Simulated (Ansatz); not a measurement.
Ideal-gas functions of F2HOSSi (`O[Si](F)(F)[S]`) radical at 400 K and 1 bar, from an Ansatz frequency run at PBE0-D4/def2-TZVP.

Molar mass 115.16 g/mol, point group C1 (symmetry number 1), electronic degeneracy 2, moments of inertia 123.889, 206.832, 211.752 u Å². Harmonic wavenumbers (cm⁻¹, unscaled): 147, 188, 263, 321, 330, 337, 550, 803, 855, 981, 1008, 3925.

Use S(trans) = R[1.5 ln M + 2.5 ln T − 1.1517]; rotational temperatures θ = 24.2544 K / I; S(rot) = R[ln(√π/σ · √(T³/θAθBθC)) + 1.5]; for each mode x = 1.438777 ν̃/T, S = R[x/(eˣ − 1) − ln(1 − e⁻ˣ)] and H = RT x/(eˣ − 1); 1 cm⁻¹ = 0.0119627 kJ/mol; R = 8.31446 J/(mol·K).

By hand: the entropy, in J/(mol·K).

Translation 174.2. Rotation: θ = 0.1958, 0.1173, 0.1145 K, giving 116.7. Vibration, mode by mode: 13.71, 11.72, 9.08, 7.57, 7.36, 7.21, 3.88, 1.89, 1.63, 1.13, 1.05, 0.00, in all 66.2. Electronic 5.8. Sum 362.9 J/(mol·K).

By hand: H − E and G − E in kJ/mol, counted from the electronic energy.

Zero-point energy ½ × 9708 × 0.0119627 = 58.1; thermal vibration 14.9; translation, rotation and pV give 4 RT = 13.3. H − E = 86.3 kJ/mol, and G − E = 86.3 − 400 × 362.9/1000 = -58.9 kJ/mol.

Vibration gives 18 % of the entropy, 13.7 J/(mol·K) of it from the mode under 150 cm⁻¹: soft modes count most, and the harmonic formula is weakest for them. The sum counts one conformer and one mirror image; others add a mixing term.
